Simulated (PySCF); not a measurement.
Yb(SH)3 at several levels of theory

Computed with PySCF 2.14.0 (density fitting, no spin-orbit coupling) at the geometry relaxed with PBE0:

```xyz
7
Yb(SH)3 (singlet in the valence; each metal's 4f electrons, 13 of them, lie in its core potential, out of spins and levels)
Yb    0.0000    0.0000    0.8608
S     2.4950    0.4331    0.8714
H     2.8138   -0.8838    0.9147
S    -1.6225    1.9442    0.8714
H    -0.6415    2.8787    0.9147
S    -0.8725   -2.3773    0.8714
H    -2.1723   -1.9949    0.9147
```

| level | basis | state | HOMO (eV) | gap (eV) | charge on Yb1 (e) | population of f-type functions on Yb1 (polarisation alone where 4f lies in the core) | dipole about the centre of mass (D) | largest force component (eV/Å) |
| --- | --- | --- | --- | --- | --- | --- | --- | --- |
| PBE0 | Yb lcecp-1-SVP with ECP59, S def2-SVP, H def2-SVP | singlet | -7.54 | 5.12 | 0.81 | 0.02 | 0.01 | 0.01 |
| B3LYP | the same | singlet | -7.23 | 4.53 | 0.71 | 0.02 | 0.01 | 0.18 |
| M06-L | the same | singlet | -6.52 | 4.34 | 1.01 | 0.02 | 0.01 | 0.21 |
| PBE | the same | singlet | -6.33 | 3.21 | 0.64 | 0.02 | 0.01 | 0.29 |
| PBE0 | Yb lcecp-1-TZVP with ECP59, S def2-TZVP, H def2-TZVP | singlet | -7.60 | 5.19 | 1.25 | 0.03 | 0.00 | 0.22 |

In the lcecp rows the 4f levels are missing from HOMO and gap, and the state counts the valence alone.

Charges are Mulliken's, which hang on the basis. The relaxation used the grid (50, 194), these runs (75, 302) or, all-electron (x2c bases, spin-free X2C Hamiltonian), (99, 590).

(1) What does HF with Yb lcecp-1-SVP with ECP59, S def2-SVP, H def2-SVP give here?

An lcecp potential fixes the number of 4f electrons, so in runs with it no electron can move into or out of that shell.

Results:

(1) state singlet, HOMO (eV) -10.27, gap (eV) 10.33, charge on Yb1 (e) 1.16, population of f-type functions on Yb1 (polarisation alone where 4f lies in the core) 0.03, dipole about the centre of mass (D) 0.01, largest force component (eV/Å) 0.67. Time: 2.8 s on 2 threads of Arm Neoverse V1, on a shared host, from an already converged density.
